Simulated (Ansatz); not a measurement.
The inner images of a band of BCl2F + FH (6 atoms, charge 0, multiplicity 1) are given out of order.

These are results of Ansatz, RKS PBE/6-31G*, not measurements.

First end point:

```xyz
6
Properties=species:S:1:pos:R:3
B -0.050 0.208 0.096
Cl -0.031 0.653 1.829
F 1.110 0.044 -0.518
Cl -1.538 0.357 -0.831
F -0.185 -2.051 0.583
H -0.142 -1.918 1.521
```

Last end point:

```xyz
6
Properties=species:S:1:pos:R:3
B -0.088 -0.329 -0.791
Cl -0.035 -0.588 3.621
F 1.096 0.007 -1.276
Cl -1.565 0.296 -1.493
F -0.144 -1.164 0.250
H -0.099 -0.929 2.370
```

Task: Put them in order from the first end to the last, with their energies above the first end.
A.
```xyz
6
Properties=species:S:1:pos:R:3
B -0.055 0.002 0.105
Cl -0.037 0.445 1.900
F 1.120 0.012 -0.514
Cl -1.543 0.299 -0.806
F -0.171 -1.868 0.531
H -0.149 -1.597 1.465
```
B.
```xyz
6
Properties=species:S:1:pos:R:3
B -0.075 -0.365 -0.720
Cl -0.058 -0.369 3.400
F 1.100 0.070 -1.142
Cl -1.569 0.340 -1.301
F -0.111 -1.365 0.166
H -0.124 -1.018 2.278
```
C.
```xyz
6
Properties=species:S:1:pos:R:3
B -0.080 -0.400 -0.179
Cl -0.051 0.161 2.177
F 1.120 0.041 -0.527
Cl -1.560 0.319 -0.807
F -0.153 -1.716 0.260
H -0.113 -1.112 1.756
```
D.
```xyz
6
Properties=species:S:1:pos:R:3
B -0.074 -0.451 -0.542
Cl -0.063 0.039 2.802
F 1.106 0.113 -0.738
Cl -1.556 0.344 -1.034
F -0.122 -1.660 0.025
H -0.128 -1.092 2.168
```
E.
```xyz
6
Properties=species:S:1:pos:R:3
B -0.084 -0.476 -0.397
Cl -0.046 0.155 2.461
F 1.104 0.067 -0.596
Cl -1.565 0.328 -0.878
F -0.143 -1.724 0.101
H -0.102 -1.058 1.990
```
F.
```xyz
6
Properties=species:S:1:pos:R:3
B -0.069 -0.225 0.022
Cl -0.054 0.235 2.011
F 1.125 0.012 -0.516
Cl -1.550 0.296 -0.802
F -0.158 -1.737 0.447
H -0.130 -1.287 1.520
```
G.
```xyz
6
Properties=species:S:1:pos:R:3
B -0.075 -0.398 -0.639
Cl -0.057 -0.153 3.118
F 1.103 0.115 -0.949
Cl -1.565 0.354 -1.170
F -0.118 -1.522 0.084
H -0.126 -1.103 2.236
```

Result: A (+0.08 eV), F (+0.33 eV), C (-0.25 eV), E (-0.67 eV), D (-0.76 eV), G (-0.77 eV), B (-0.78 eV).

Time of the run: 2.6 min on 2 threads of Arm Neoverse V2, on a shared host, peak memory 0.14 GiB.
